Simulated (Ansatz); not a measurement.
A nudged elastic band was laid between two geometries of BH₈NSi₃ (13 atoms, charge 0, multiplicity 1).

Theory: RKS PBE-D4/def2-SVP (Ansatz 0.2.0).

```
movable images  : 5
climbing image  : yes
spring          : 5.0 eV/Å²
optimiser       : quadratic models (default)
start path      : IDPP
force threshold : 0.03 eV/Å
iteration limit : 60
end points      : relaxed
```

First end point:

```xyz
13
Properties=species:S:1:pos:R:3
N -0.879 -0.372 2.204
Si -0.470 -0.011 0.570
Si 1.749 -0.765 0.301
B -1.612 0.824 -0.694
Si -0.583 0.946 -2.254
H -0.253 -0.823 2.874
H -1.796 -0.149 2.599
H 1.864 -1.826 -0.758
H 2.165 -1.368 1.622
H 2.694 0.359 -0.022
H -2.752 1.196 -0.513
H 0.834 0.431 -2.317
H -0.940 1.524 -3.599
```

Last end point:

```xyz
13
Properties=species:S:1:pos:R:3
N -0.846 -0.286 2.228
Si -0.470 -0.011 0.570
Si 1.747 -0.771 0.299
B -1.633 0.771 -0.709
Si -0.609 0.882 -2.273
H -1.751 -0.037 2.634
H -0.205 -0.705 2.906
H 1.865 -1.812 -0.777
H 2.153 -1.396 1.613
H 2.697 0.356 0.003
H -2.770 1.151 -0.524
H 0.807 0.361 -2.338
H -0.964 1.462 -3.618
```

(1) Which bonds break or form, and what moves?

(2) Give the energies along the band, and the barrier.

(3) What is the geometry of the highest image?

(4) What are the harmonic wavenumbers there?

Answers

(1) No bond is made or broken. The height of N1 over the plane of its neighbours goes from 0.00 to 0.00 Å. The two ends are copies of one structure, up to a mirror image or an exchange of like atoms.

(2) The forces met the threshold. The highest image is number 3 of 0 to 6, 0.52 eV above the ends, which have the same energy within 2 meV. A vibrational analysis at the climbing image gives one clearly imaginary mode, 381i cm⁻¹: a first-order saddle point.

```json
{"image": "0", "path coordinate (Å)": "0.00", "energy (eV)": "0.00", "height of N1 over the plane of its neighbours (Å)": "0.00"}
{"image": "1", "path coordinate (Å)": "1.17", "energy (eV)": "0.01", "height of N1 over the plane of its neighbours (Å)": "0.02"}
{"image": "2", "path coordinate (Å)": "2.34", "energy (eV)": "0.19", "height of N1 over the plane of its neighbours (Å)": "-0.13"}
{"image": "3", "path coordinate (Å)": "3.51", "energy (eV)": "0.52", "height of N1 over the plane of its neighbours (Å)": "-0.36"}
{"image": "4", "path coordinate (Å)": "4.75", "energy (eV)": "0.18", "height of N1 over the plane of its neighbours (Å)": "-0.18"}
{"image": "5", "path coordinate (Å)": "5.99", "energy (eV)": "0.02", "height of N1 over the plane of its neighbours (Å)": "-0.03"}
{"image": "6", "path coordinate (Å)": "7.23", "energy (eV)": "0.00", "height of N1 over the plane of its neighbours (Å)": "0.00"}
```

(3) 
```xyz
13
Properties=species:S:1:pos:R:3
N -0.683 0.094 2.200
Si -0.401 -0.291 0.495
Si 1.908 -0.684 0.287
B -1.718 -0.299 -0.880
Si -0.686 0.733 -2.087
H -1.268 -0.598 2.688
H -1.115 1.013 2.353
H 2.305 -1.186 -1.073
H 2.264 -1.732 1.312
H 2.698 0.558 0.609
H -2.914 -0.166 -0.729
H 0.802 0.603 -2.274
H -1.170 1.920 -2.885
```

(4) 381i, 60, 95, 136, 152, 181, 211, 350, 407, 456, 473, 486, 498, 519, 639, 698, 747, 775, 789, 831, 865, 897, 903, 935, 1484, 2135, 2145, 2156, 2166, 2175, 2588, 3430, 3518 cm⁻¹.

The run took 7.4 min on 2 threads of Arm Neoverse V1 (shared host), peak memory 0.17 GiB.
